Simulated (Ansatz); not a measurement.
`C[C](=N)[GeH2][OH]` + silanol → `[OH][GeH2][O][SiH3]` + `CC=N`  (ligand exchange at a Ge–C bond)

Isolated molecules relaxed with PBE0-D4/def2-TZVP in Ansatz; ΔE leaves out vibrations. CCSD(T)/CBS is the MP2 limit (def2-TZVPP, def2-QZVPP) plus CCSD(T) − MP2 in def2-TZVPP, frozen cores. Functionals use def2-TZVPP. For Ge outer-core shells are correlated without core-valence functions, which leaves a few kJ/mol of doubt a bond. Scalar relativity is left out up to krypton. Each species was taken in one conformer, which may not be the lowest.

```tsv
level	ΔE (eV)
PBE0-D4	-0.65
ωB97M-V	-0.72
SCS-MP2/def2-TZVPP	-0.79
MP2/def2-QZVPP	-0.71
```

Problem. What does CCSD(T)/CBS give? (An estimate is asked.)

Solution. Ansatz gave: -0.70 eV. The listed levels differ from it by 0.05, -0.02, -0.09, -0.01 eV.

Largest T1 diagnostic among the species: 0.012.

From PBE to PBE0 (25 % exact exchange), in def2-TZVPP and without D4, ΔE moves by −0.06 eV. In def2-TZVPP, CCSD(T) changes the Hartree–Fock value by +0.27 eV (the triples alone add +0.04 eV) and MP2 by +0.28 eV.
